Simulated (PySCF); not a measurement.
Two-component Hartree-Fock for Ir⁶⁸⁺ (iridium, charge +68)

Start: [He] 2s2 2p5; 2p1/2 filled at m_j = -1/2, +1/2; 2p3/2 filled at m_j = -1/2, +1/2, +3/2. Calculated with PySCF 2.14 in an uncontracted even-tempered set (16 s from 54 bohr⁻², ratio 2.4; 13 p from 70 bohr⁻², ratio 2.4; 5 d from 240 bohr⁻², ratio 2.6; 4 f from 360 bohr⁻², ratio 2.6): generalised Hartree-Fock with the X2C-1e Hamiltonian and a Gaussian nucleus; one run each with spin-orbit coupling (SO) switched off, then screened by Boettger's factors.

```json
{"spinor shell": "1s1/2", "electrons": "2", "ε, spin-free (eV)": "-83159.0", "ε, screened SO (eV)": "-83123.0", "weight of nominal j (screened SO)": "1.000", "rms radius, screened SO (bohr)": "0.0197"}
{"spinor shell": "2s1/2", "electrons": "2", "ε, spin-free (eV)": "-19587.9", "ε, screened SO (eV)": "-19577.8", "weight of nominal j (screened SO)": "1.000", "rms radius, screened SO (bohr)": "0.0778"}
{"spinor shell": "2p1/2", "electrons": "2", "ε, spin-free (eV)": "-17908.7", "ε, screened SO (eV)": "-19123.8", "weight of nominal j (screened SO)": "1.000", "rms radius, screened SO (bohr)": "0.0658"}
{"spinor shell": "2p3/2", "electrons": "3", "ε, spin-free (eV)": "-17908.7", "ε, screened SO (eV)": "-17421.8", "weight of nominal j (screened SO)": "1.000", "rms radius, screened SO (bohr)": "0.0730"}
```

```csv
quantity,spin-free,screened SO
E (hartree),-11428.59412,-11465.76492
M_J,3/2,3/2
⟨J²⟩,3.750,3.750
⟨L²⟩,2.000,2.030
⟨S²⟩,0.750,0.780
```

Each row is a mean over spinors that exchange with the open shell spreads, by up to 68.055 eV (2s1/2).

Breit and QED terms are absent; they matter most for the inner s and p1/2 levels.

Densities and radii are taken from the X2C orbitals without a picture-change correction, which distorts them close to the nucleus.

Without spin-orbit coupling the j labels of p, d and f shells carry no meaning; the spin-free column gives the mean over the occupied spinors of each nl shell.
